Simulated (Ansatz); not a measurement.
Two isomers of C2H6FNSi: A = `C[Si@@H]1N[C@H]1F`, B = `N/C=C(\F)[SiH3]`.

Gas-phase electronic energies from Ansatz, PBE0-D4/def2-TZVP geometries. CCSD(T)/CBS adds triple-zeta CCSD(T) − MP2 to the extrapolated MP2 energy (def2 sets, frozen cores). DFT in def2-TZVPP. B3LYP here is the variant with VWN-RPA as its local correlation; programs differ in this. Each species was taken in one conformer, which may not be the lowest.

Problem. Which isomer does CCSD(T)/CBS put lower? Give the gap. (Estimate.)

Solution. Computed: A, by 5.5 kcal/mol.

Problem. Give E(B) − E(A) in kcal/mol with BLYP-D4, B3LYP-D4, ωB97M-V, r2SCAN-D4, B3LYP, PBE-D4, PBE0-D4. (Estimate.)

Solution. Computed: BLYP-D4 1.4, B3LYP-D4 2.7, ωB97M-V 6.8, r2SCAN-D4 6.1, B3LYP 2.7, PBE-D4 5.8, PBE0-D4 6.9. None reverses the order clearly.

Problem. Does the order hold for the free energy at 298.15 K (harmonic terms from PBE0-D4)? (Estimate.)

Solution. Computed: Yes: G(B) − G(A) = +3.8 kcal/mol, for one conformer each.

Largest T1 diagnostic: 0.013.

Leaving LDA and LC-ωPBE aside and taking each functional with its dispersion term where it has one, the values, not all of them listed here, spread over 6.6 kcal/mol, from BLYP-D4 to PBE-QIDH. LDA lies +2.0 kcal/mol from PBE without D4. In def2-TZVPP, CCSD(T) changes the Hartree–Fock value by +5.5 kcal/mol (the triples alone add −0.0 kcal/mol) and MP2 by +8.1 kcal/mol.
